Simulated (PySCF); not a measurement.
A PySCF script (with the pyscf-properties extension) for the NMR shieldings of `InChI=1S/C3H4B2F4/c1-2-3(4(6)7)5(8)9/h2-3H,1H2`, on a GFN2-xTB geometry:

```python
import basis_set_exchange as bse
import numpy as np
from pyscf import gto, dft
from pyscf.prop import nmr

atoms = """
C    -2.149631   -0.168425   -0.033885
C    -0.912311   -0.438050    0.333497
C     0.296113    0.270070   -0.232006
B     1.114593    1.023782    0.901786
F     1.197038    0.593572    2.139497
F     1.784433    2.129628    0.664635
B     1.282421   -0.743788   -0.955267
F     2.024473   -0.388343   -1.980416
F     1.440796   -1.991000   -0.576917
H    -2.374776    0.585285   -0.770429
H    -2.989155   -0.691863    0.387854
H    -0.699047   -1.195127    1.073503
H    -0.019334    1.014746   -0.969581
"""
names = dict.fromkeys(["C", "B", "F", "H"], "pcSseg-1")
basis = {el: gto.basis.parse(bse.get_basis(n, elements=[el], fmt="nwchem")) for el, n in names.items()}
mol = gto.M(atom=atoms, basis=basis, charge=0, verbose=0)
mf = dft.RKS(mol, xc="PBE0")
mf.grids.level = 2
mf.grids.alignment = dft.numint.BLKSIZE   # the property module wants whole blocks of grid points
mf.conv_tol = 1e-9
mf.kernel()

calc = nmr.RKS(mf)   # GIAO
C = mf.mo_coeff
Co = C[:, mf.mo_occ > 0]
resp = mf.gen_response(singlet=True, hermi=2)
def vind(x):   # induced exchange potential for any number of trial vectors
    d = np.einsum("pi,xij,qj->xpq", C, 2 * x.reshape(-1, C.shape[1], Co.shape[1]), Co, optimize=True)
    return np.einsum("xpq,pi,qj->xij", resp(d - d.transpose(0, 2, 1)), C, Co, optimize=True).ravel()
mo1, _ = nmr.rhf.solve_mo1(calc, with_cphf=vind)
sigma = calc.kernel(mo1)
for i, s in enumerate(sigma):   # ppm
    print("%2d %-2s %9.2f" % (i, mol.atom_pure_symbol(i), np.trace(s) / 3))
```

**Question.** What does it print?

**Answer.** 
```
 0 C      64.61
 1 C      48.52
 2 C     156.03
 3 B      74.51
 4 F     238.75
 5 F     235.99
 6 B      74.51
 7 F     235.98
 8 F     238.72
 9 H      26.39
10 H      26.37
11 H      25.37
12 H      29.24
```

These numbers come from an equivalent density-fitted implementation of the same equations, which agrees with the script to about 0.01 ppm for H and up to a few tenths of a ppm for heavy atoms, so last digits may differ.

Size and cost of the density-fitted run: 173 basis functions, 77 s wall time (61 s CPU) on 1 thread of an Intel Xeon, shared host; peak memory 0.93 GiB.
